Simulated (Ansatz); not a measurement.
Consider the ligand exchange at the Si–O bond: `O[Si]Br` + HCl → `Cl[Si]Br` + H₂O.

Computed with Ansatz on PBE0-D4/def2-TZVP structures; ΔE is electronic, products minus reactants. CCSD(T)/CBS adds triple-zeta CCSD(T) − MP2 to the extrapolated MP2 energy (def2 sets, frozen cores). This one scheme is used for every species. Functionals use def2-TZVPP. B3LYP here is the variant with VWN-RPA as its local correlation; programs differ in this. For Br outer-core shells are correlated without core-valence functions, which leaves a few kJ/mol of doubt a bond. Scalar relativity is left out up to krypton. Each species was taken in one conformer, which may not be the lowest.

```csv
level,ΔE (kJ/mol),difference from CCSD(T)/CBS
B3LYP-D4,17.8,2.6
PBE-QIDH,16.6,1.4
PBE,11.7,-3.5
revPBE,9.6,-5.6
BLYP,19.0,3.8
r2SCAN,17.0,1.8
CAM-B3LYP,27.4,12.2
SCS-MP2/def2-TZVPP,22.2,7.0
CCSD/def2-TZVPP,23.6,8.4
HF/CBS(def2),26.9,11.7
CCSD(T)/CBS,15.2,0
```

Largest T1 diagnostic among the species: 0.012.

At CCSD(T), def2-SVP lies +7.1 kJ/mol from the extrapolated value and def2-TZVPP +6.5 kJ/mol. From BLYP to BHLYP (50 % exact exchange), in def2-TZVPP and without D4, ΔE moves by +4.4 kJ/mol.
